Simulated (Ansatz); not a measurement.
Reaction (formal exchange of groups at the Si–C bond): `B[SiH2]C(O)F` + `F[CH2][InH2]` → `B[SiH2][CH2][InH2]` + `OC(F)F`

Isolated molecules relaxed with PBE0-D4/def2-TZVP in Ansatz; ΔE leaves out vibrations. CBS: MP2 limit from def2 TZ/QZ plus the TZ coupled-cluster correction, frozen cores. DFT in def2-TZVPP. B3LYP here is the variant with VWN-RPA as its local correlation; programs differ in this. Elements past krypton have def2 core potentials. For In outer-core shells are correlated without core-valence functions, which leaves a few kJ/mol of doubt a bond. One conformer a species, not always the lowest.

`B[SiH2]C(O)F`:

```xyz
11

B    -0.432   -1.561   -1.207
Si    0.708   -0.004   -0.656
C    -0.069    0.986    0.788
O    -0.251    0.128    1.852
F    -1.305    1.490    0.368
H     0.017   -2.412   -1.918
H    -1.574   -1.654   -0.874
H     2.084   -0.402   -0.245
H     0.829    0.929   -1.816
H     0.514    1.872    1.077
H    -0.520    0.628    2.630
```

`F[CH2][InH2]`:

```xyz
7

F    -1.819   -0.729    0.159
C    -0.541   -0.501    0.659
In    0.703    0.602   -0.751
H    -0.092   -1.472    0.895
H    -0.640    0.048    1.601
H     0.059    1.089   -2.271
H     2.331    0.963   -0.292
```

`B[SiH2][CH2][InH2]`:

```xyz
12

B     0.967   -0.344   -1.565
Si    1.276    0.175    0.350
C    -0.305    0.755    1.151
In   -1.904   -0.326    0.160
H    -0.120   -0.764   -1.896
H     1.791   -0.353   -2.430
H     1.668   -1.153    0.930
H     2.440    1.090    0.534
H    -0.461    1.823    0.986
H    -0.296    0.563    2.226
H    -2.921    0.535   -0.938
H    -2.134   -2.004    0.492
```

`OC(F)F`:

Z-matrix (Å, degrees):
```
C
F 1 1.355
F 1 1.355 2 105.7
O 1 1.346 2 111.4 3 -121.2
H 1 1.091 2 109.4 3 117.7
H 4 0.966 1 108.8 2 58.9
```

CCSD(T)/CBS gives -139.5 kJ/mol.

Problem. Another level gave -128.6 kJ/mol. Which?
A. HF/def2-TZVPP
B. r2SCAN/def2-TZVPP
C. B3LYP-D4/def2-TZVPP
D. MP2/def2-TZVPP

Solution. A. HF/def2-TZVPP -128.6, r2SCAN -137.1, MP2/def2-TZVPP -149.4, B3LYP-D4 -119.4 kJ/mol.

Largest T1 diagnostic among the species: 0.013.

The D4 term adds −6.3 kJ/mol with B3LYP and −3.3 kJ/mol with PBE0; it sums over pairs of atoms, weighted by their polarisabilities, and B3LYP, whose exchange is more repulsive, gets the larger term. In def2-TZVPP, CCSD(T) changes the Hartree–Fock value by −11.4 kJ/mol (the triples alone add −2.6 kJ/mol) and MP2 by −20.8 kJ/mol.
